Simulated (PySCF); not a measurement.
# Nonlinear optical response: 3-chloropivalic acid (CC(C)(CCl)C(=O)O, C5H9ClO2)

Geometry (Å), atoms numbered from 1 in this order:
```xyz
17

C    -1.6753   -1.8546    0.4508
C    -1.5535   -0.3298    0.3538
C    -1.8179    0.1381   -1.0816
C    -2.4896    0.3659    1.3455
Cl   -4.2121    0.0030    1.0332
C    -0.1419    0.0764    0.7524
O     0.1429    0.7975    1.6737
O     0.7859   -0.4631   -0.0463
H    -0.9865   -2.3430   -0.2516
H    -1.4446   -2.2092    1.4674
H    -2.7042   -2.1567    0.2097
H    -2.8514   -0.1080   -1.3632
H    -1.6882    1.2273   -1.1764
H    -1.1306   -0.3553   -1.7820
H    -2.2723    0.0501    2.3735
H    -2.3725    1.4555    1.2930
H     1.6444   -0.1527    0.2804
```

Level of theory: PySCF 2.14.0, quadratic response CAM-B3LYP/aug-cc-pVDZ first hyperpolarisability, Taylor convention, gas phase. Geometry: PBE0-D3(BJ)/def2-SVP.

Question: Give β for the processes computed.

Answer: In au, Taylor convention; the vector part is βᵢ = ⅓ Σⱼ (βᵢⱼⱼ + βⱼᵢⱼ + βⱼⱼᵢ); β∥ is 3/5 of the vector part along the dipole, the dipole points from − to +:
```csv
process,λ (nm),β vector norm,β∥,β HRS,depolarisation ratio
"static β(0;0,0)",∞,25.8,-13.3,17.8,2.16
"second harmonic β(−2ω;ω,ω)",1907,26.7,-14.2,18.5,2.16
"Pockels β(−ω;ω,0)",1907,26.1,-13.6,–,–
"second harmonic β(−2ω;ω,ω)",1064,29.3,-16.4,20.3,2.15
"Pockels β(−ω;ω,0)",1064,26.8,-14.3,–,–
```

Question: Which lowest excitations, dipole and polarisabilities go with it?

Answer: S1 5.88 eV (f = 0.001); S2 7.18 eV (f = 0.053); S3 7.42 eV (f = 0.007); dipole 2.26 D; isotropic α 81.3 au static, 81.5 au at 1907 nm, 81.9 au at 1064 nm, 82.0 au at 953.5 nm, 83.5 au at 532 nm.
